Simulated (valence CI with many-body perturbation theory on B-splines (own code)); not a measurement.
# Level structure of Nb XXXVII

Computed by valence CI with perturbative core correlation (CI+MBPT): three valence electrons over a frozen Dirac-Fock core [He], radial functions for each j: 9 s, 9 p, 8 d, 6 f, 3 g, 1 h, with the one-electron correlation potential Σ1, the two-electron term Σ2, the three-electron term Σ3, Breit, model QED; selected CI, second order for the rest, scaled by the run's own slope (own B-spline code, finite nucleus).

The last digits are not significant, and no measured levels were compared; by estimate large intervals hold to a few tenths of a per cent, small ones and those within an open d or f shell to about a per cent.

Levels 1 to 45 of 58, with energies above the lowest level, (2s^2 2p1/2) J=1/2. "Leading %" is the weight of the configuration and term that name the level; weights of strongly mixed levels are sums over their largest components and can fall short, so below about 35 % the name and the second component can differ from the true leading terms, or belong to a minority configuration. In the jj column 3d3/2^4 stands for four electrons in 3d with j = 3/2.

| No. | Configuration | Term | J | E (× 10³ cm⁻¹) | Leading % | Second component | Leading jj |
| --- | --- | --- | --- | --- | --- | --- | --- |
| 1 | 2s²2p | ²P° | 1/2 | 0.00 | 99 |  | 2s^2 2p1/2 (99 %) |
| 2 | 2s2p² | ⁴P | 1/2 | 861.81 | 73 | 20 % 2s2p² ²S | 2s 2p1/2^2 (90 %) |
| 3 | 2s²2p | ²P° | 3/2 | 867.85 | 98 |  | 2s^2 2p3/2 (98 %) |
| 4 | 2s2p² | ⁴P | 3/2 | 1488.8 | 96 |  | 2s 2p1/2 2p3/2 (98 %) |
| 5 | 2s2p² | ⁴P | 5/2 | 1668.5 | 58 | 42 % 2s2p² ²D | 2s 2p1/2 2p3/2 (94 %) |
| 6 | 2s2p² | ²D | 3/2 | 1973.7 | 76 | 23 % 2s2p² ²P | 2s 2p1/2 2p3/2 (97 %) |
| 7 | 2s2p² | ²P | 1/2 | 2021.6 | 74 | 18 % 2s2p² ⁴P | 2s 2p1/2 2p3/2 (89 %) |
| 8 | 2s2p² | ²D | 5/2 | 2512.0 | 58 | 42 % 2s2p² ⁴P | 2s 2p3/2^2 (94 %) |
| 9 | 2s2p² | ²S | 1/2 | 2938.0 | 71 | 20 % 2s2p² ²P | 2s 2p3/2^2 (96 %) |
| 10 | 2s2p² | ²P | 3/2 | 2947.9 | 75 | 21 % 2s2p² ²D | 2s 2p3/2^2 (95 %) |
| 11 | 2p³ | ²P° | 3/2 | 2953.4 | 39 | 38 % 2p³ ⁴S° | 2p1/2^2 2p3/2 (96 %) |
| 12 | 2p³ | ²D° | 3/2 | 3659.4 | 50 | 48 % 2p³ ⁴S° | 2p1/2 2p3/2^2 (97 %) |
| 13 | 2p³ | ²D° | 5/2 | 3779.9 | 100 |  | 2p1/2 2p3/2^2 (100 %) |
| 14 | 2p³ | ²P° | 1/2 | 4009.2 | 99 |  | 2p1/2 2p3/2^2 (99 %) |
| 15 | 2p³ | ²P° | 3/2 | 4735.0 | 58 | 28 % 2p³ ²D° | 2p3/2^3 (98 %) |
| 16 | 2s²3s | ²S | 1/2 | 22628 | 96 |  | 2s^2 3s (96 %) |
| 17 | 2s²3p | ²P° | 1/2 | 22945 | 94 |  | 2s^2 3p1/2 (94 %) |
| 18 | 2s²3p | ²P° | 3/2 | 23185 | 86 | 6 % 2s2p3s ²P° | 2s^2 3p3/2 (86 %) |
| 19 | 2s2p3s | ⁴P° | 1/2 | 23250 | 89 | 7 % 2s2p3s ²P° | 2s 2p1/2 3s (98 %) |
| 20 | 2s2p3s | ⁴P° | 3/2 | 23368 | 68 | 21 % 2s2p3s ²P° | 2s 2p1/2 3s (84 %) |
| 21 | 2s2p3s | ²P° | 1/2 | 23461 | 93 | 5 % 2s2p3s ⁴P° | 2s 2p1/2 3s (95 %) |
| 22 | 2s²3d | ²D | 3/2 | 23464 | 94 |  | 2s^2 3d3/2 (94 %) |
| 23 | 2s2p3p | ⁴D | 1/2 | 23522 | 74 | 20 % 2s2p3p ²P | 2s 2p1/2 3p1/2 (99 %) |
| 24 | 2s²3d | ²D | 5/2 | 23541 | 96 |  | 2s^2 3d5/2 (96 %) |
| 25 | 2s2p3p | ⁴D | 3/2 | 23625 | 52 | 20 % 2s2p3p ²P | 2s 2p1/2 3p1/2 (92 %) |
| 26 | 2s2p3p | ⁴P | 1/2 | 23769 | 59 | 21 % 2s2p3p ²S | 2s 2p1/2 3p1/2 (94 %) |
| 27 | 2s2p3p | ⁴P | 3/2 | 23830 | 29 | 24 % 2s2p3p ⁴D | 2s 2p1/2 3p3/2 (98 %) |
| 28 | 2s2p3p | ²P | 1/2 | 23916 | 47 | 16 % 2s2p3p ⁴P | 2s 2p1/2 3p3/2 (89 %) |
| 29 | 2s2p3p | ⁴D | 5/2 | 23930 | 61 | 21 % 2s2p3p ²D | 2s 2p1/2 3p3/2 (92 %) |
| 30 | 2s2p3p | ²D | 3/2 | 23961 | 51 | 20 % 2s2p3p ⁴S | 2s 2p1/2 3p3/2 (95 %) |
| 31 | 2s2p3d | ⁴F° | 3/2 | 24021 | 77 | 13 % 2s2p3d ²D° | 2s 2p1/2 3d3/2 (98 %) |
| 32 | 2s2p3s | ⁴P° | 5/2 | 24095 | 76 | 9 % 2s2p3d ⁴P° | 2s 2p3/2 3s (76 %) |
| 33 | 2s2p3d | ⁴F° | 5/2 | 24109 | 64 | 11 % 2s2p3d ⁴D° | 2s 2p1/2 3d3/2 (65 %) |
| 34 | 2s2p3d | ⁴P° | 5/2 | 24184 | 33 | 20 % 2s2p3d ²D° | 2s 2p1/2 3d5/2 (63 %) |
| 35 | 2s2p3d | ⁴D° | 3/2 | 24203 | 42 | 26 % 2s2p3d ⁴P° | 2s 2p1/2 3d3/2 (73 %) |
| 36 | 2s2p3d | ⁴D° | 1/2 | 24205 | 67 | 23 % 2s2p3d ²P° | 2s 2p1/2 3d3/2 (92 %) |
| 37 | 2s2p3s | ²P° | 3/2 | 24223 | 78 | 16 % 2s2p3s ⁴P° | 2s 2p3/2 3s (95 %) |
| 38 | 2s2p3d | ⁴F° | 7/2 | 24240 | 51 | 27 % 2s2p3d ⁴D° | 2s 2p1/2 3d5/2 (93 %) |
| 39 | 2s2p3d | ²D° | 3/2 | 24318 | 49 | 39 % 2s2p3d ²P° | 2s 2p1/2 3d5/2 (72 %) |
| 40 | 2s2p3d | ²F° | 5/2 | 24328 | 63 | 13 % 2s2p3d ⁴P° | 2s 2p1/2 3d5/2 (86 %) |
| 41 | 2p²3s | ⁴P | 1/2 | 24444 | 55 | 20 % 2p²3s ²S | 2p1/2^2 3s (91 %) |
| 42 | 2s2p3p | ⁴P | 3/2 | 24463 | 50 | 20 % 2s2p3p ⁴S | 2s 2p3/2 3p1/2 (98 %) |
| 43 | 2s2p3p | ²D | 5/2 | 24484 | 40 | 31 % 2s2p3p ⁴P | 2s 2p3/2 3p1/2 (96 %) |
| 44 | 2s2p3s | ²P° | 1/2 | 24539 | 92 | 5 % 2s2p3s ⁴P° | 2s 2p3/2 3s (93 %) |
| 45 | 2s2p3s | ²P° | 3/2 | 24559 | 87 | 10 % 2s2p3s ⁴P° | 2s 2p3/2 3s (93 %) |

The ionisation energy to 2s² ¹S0 of the next ion comes out as 5013.1 eV (NIST: 5011 ± 4 eV (semi-empirical)). All 58 levels together are meant to be complete up to 24982 × 10³ cm⁻¹.
